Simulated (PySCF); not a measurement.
C₃H₁₅NSi₃: full NMR table

```yaml
Formula: C3H15NSi3
SMILES: CC(C)[Si](N)([SiH3])[SiH3]
InChI: InChI=1S/C3H15NSi3/c1-3(2)7(4,5)6/h3H,4H2,1-2,5-6H3
Point_group_of_the_computed_structure: C1
Degrees_of_unsaturation: 0
Carbon_signals: 2
Proton_signals: 4
```

Structure with atom numbers: `[CH3:1][CH:2]([CH3:3])[Si:4]([NH2:5])([SiH3:6])[SiH3:7]` (H(Xn): hydrogen on atom n).

[PySCF: GIAO PBE0/pcSseg-1 shieldings; coordinates at the GFN2-xTB level; no relativistic terms; a single conformation; rapidly exchanging positions averaged; isolated molecule]

References, each an isolated molecule treated in the same way: TMS for 1H (σref 31.72) and 13C (σref 186.93) and 29Si (σref 349.16); 15N (σref 267.73) vs NH3.

| carbon | δC, type | δH (multiplicity) | HMBC from (2–3 bonds) | span of the C tensor (ppm) |
| --- | --- | --- | --- | --- |
| C1/C3 | 21.5, CH3 | 1.21 (m) | H(C1)/H(C3), H(C2) | 33 |
| C2 | 23.8, CH | 1.14 (m) | H(Si6)/H(Si7), H(C1)/H(C3) | 12 |

Other nuclei:
```csv
atoms,nucleus,environment,δ (ppm),σ (ppm)
H(Si6)/H(Si7),1H,hydrogen on a silicon bonded to Si,3.36,28.35
H(N5),1H,hydrogen on a nitrogen bonded to Si,-0.28,31.99
Si4,29Si,"silicon bonded to C, N, 2 Si",-8.9,358.0
Si6/Si7,29Si,"silicon bonded to Si, 3 H",-120.8,470.0
N5,15N,"nitrogen bonded to Si, 2 H",10.8,256.9
```

1. Carbon types of the structure: 1 × CH, 2 × CH3, leaving 8 H on heteroatoms.
2. δC 23.8: sp3 CH bonded to Si.
3. δC 21.5: methyl carbon; saturated and bonded to C and H only.
4. δH 3.36: hydrogen on a silicon bonded to Si.
5. δH 1.14: hydrogen on an sp3 CH bonded to Si.
6. δH -0.28: hydrogen on a nitrogen bonded to Si; labile proton, position sensitive to the medium.

OH and NH positions are those of a molecule without intermolecular hydrogen bonds; in solution they move with solvent, concentration and temperature, and exchange usually removes their couplings. Shifts are as computed. Against solution values, carbons near 30 ppm lie about +3 ppm off and those near 130 ppm about +5 ppm. Of 1211 compounds with measured shifts, 218 miss one by over three times the rms of a fit or turn the order of signals round; such compounds aren't used in these exercises. Experimental scales use liquid or dissolved standards, which lie at an offset from isolated NH3 (liquid NH3: subtract about 20 ppm). Multiplicities follow the n + 1 count of equivalent neighbours, as no J values were calculated; m marks all less simple cases, F and P coupling included.
